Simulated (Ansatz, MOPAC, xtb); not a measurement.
GeH4 (SMILES [GeH4]) and GeH4 (SMILES [GeH4]) are pulled apart as rigid monomers along the line of their centres of mass, from the B3LYP-D3(BJ)/def2-TZVP minimum. Starting geometry (charge 0, multiplicity 1):
```xyz
10

Ge     0.12721    -0.06568     0.38920
H      0.50712     0.36237    -1.03629
H      1.20839    -0.99935     0.95174
H     -1.22211    -0.79754     0.36393
H      0.01642     1.17908     1.28262
Ge    -0.12669     0.06541     4.51068
H      1.34765     0.25097     4.12551
H     -0.77814    -0.94708     3.55679
H     -0.85921     1.41057     4.40421
H     -0.22084    -0.45875     5.95167
```

Interaction energies with rigid monomers; basis-set methods are counterpoise corrected unless marked otherwise.

Cores are frozen in the correlated methods. Filled d and f shells under p-block atoms count as core. The state reached by AM1 isn't checked.

Run with Ansatz (a program for electronic structure) with Gaussian orbitals; MOPAC for AM1 (differences of heats of formation); xtb for the GFN methods. 

```
Ge1···Ge6 (Å)  AM1 (kcal/mol)  GFN2-xTB (kcal/mol)  B3LYP/def2-TZVPPD (kcal/mol)  wB97M-V/def2-TZVPPD (kcal/mol)  SCS-MP2/aug-cc-pVDZ (kcal/mol)
-------------  --------------  -------------------  ----------------------------  ------------------------------  ------------------------------
3.72                    -0.44                -1.27                          2.27                           -0.53                            1.08
4.13                    -0.51                -1.54                          0.72                      (withheld)                           -0.29
4.75                    -0.27                -1.02                          0.24                           -0.66                           -0.40
5.78               (withheld)                -0.37                          0.08                           -0.22                           -0.15
7.44                     0.00                -0.07                          0.00                           -0.04                           -0.03
```

Problem. Fill in the missing entries.

Solution. 
- 4.13, wB97M-V/def2-TZVPPD (kcal/mol): -1.06
- 5.78, AM1 (kcal/mol): -0.05
